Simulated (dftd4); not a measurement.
C2H6Zn, charge -1, doublet, at a GFN2-xTB geometry (such geometries of metal compounds can be far from the true shape) (a state made from the parent by changing its charge; the spin is typed, not shown lowest); dftd4 with D4 for tpssh.

dftd4 was given this input:
```
$ dftd4 mol.xyz --func tpssh --charge -1 --json dftd4.json --noedisp --property

# file mol.xyz
9

Zn     0.17759845    -0.49094132     0.13229608
C      1.32147960     0.97021973    -1.47352980
H      2.31271718     0.65165162    -1.82828766
H      1.45764629     1.96698810    -1.03361241
H      0.70453769     1.11057171    -2.37174891
C     -1.85600265     0.51046515     1.07390291
H     -2.76985616    -0.08881283     0.94903778
H     -2.04018173     1.46487311     0.56600317
H     -1.78567864     0.73885854     2.14748685
```

Output, abridged:

```
                    ____  _____ _____     ____  _  _
      -------------|  _ \|  ___|_   _|---|  _ \| || |------------
     |             | | | | |_    | | ___ | | | | || |_           |
     |             | |_| |  _|   | ||___|| |_| |__   _|          |
     |             |____/|_|     |_|     |____/   |_|            |
     |             ===================================           |
     |            E. Caldeweyher, S. Ehlert & S. Grimme          |
     |          Mulliken Center for Theoretical Chemistry        |
     |                    University of Bonn                     |
      -----------------------------------------------------------

Rational (Becke-Johnson) damping: tpssh-D4-ATM
---------------------
  s6         1.0000
  s8         1.8590
  s9         1.0000
  a1         0.4429
  a2         4.6023
 alp        16.0000
--------------------

Atomic data, radii in Ångström:
------------------------------------------------------
   Z          R(cov)      r4/r2   hardness         EN
------------------------------------------------------
  30 Zn       1.4533     2.6978     0.2759     1.6500
   6 C        1.0000     1.6431     0.4220     2.5500
   1 H        0.4267     1.0622     0.4726     2.2000
------------------------------------------------------

Atomic reference systems (in atomic units):
----------------------------------------------------------------------------
   Z        #      CN     q+Z       C6(AA)   #      CN     q+Z       C6(AA)
----------------------------------------------------------------------------
  30 Zn     1  0.0000 30.0000     346.5908   2  1.7534 30.2580     116.4186
   6 C      1  0.0000  6.0000      49.3833   2  0.9189  5.8288      52.1688
            3  1.9079  5.8579      35.6972   4  2.8312  5.7775      35.8445
            5  3.7487  5.7435      28.6317   6  2.9183  5.8956      32.2504
            7  0.8556  6.2103      25.6194
   1 H      1  0.0000  1.0000       7.6362   2  0.8942  1.0000       3.0374
----------------------------------------------------------------------------

Atomic properties (in atomic units):
----------------------------------------------------------------------------
     #    Z              CN          q      C6(AA)        C8(AA)   alpha(0)
----------------------------------------------------------------------------
     1   30 Zn       0.8515     0.1690    243.3968    18978.6354    35.9466
     2    6 C        3.1962    -0.5380     46.7567     1352.2859    11.1189
     3    1 H        0.9232    -0.0246      3.5221       42.5760     2.9349
     4    1 H        0.9235    -0.0096      3.2294       39.0379     2.8103
     5    1 H        0.9234    -0.0126      3.2861       39.7233     2.8349
     6    6 C        3.1954    -0.5381     46.7714     1352.7091    11.1214
     7    1 H        0.9232    -0.0217      3.4631       41.8634     2.9103
     8    1 H        0.9237    -0.0043      3.1342       37.8871     2.7686
     9    1 H        0.9232    -0.0203      3.4354       41.5282     2.8986
----------------------------------------------------------------------------

Molecular properties (in atomic units):
----------------------------------------
 molecular C6                1579.2549
 molecular C8               60619.7742
----------------------------------------

Dispersion energy:      -7.6946101500231E-03 Eh

[Info] JSON dump of results written to 'dftd4.json'
```
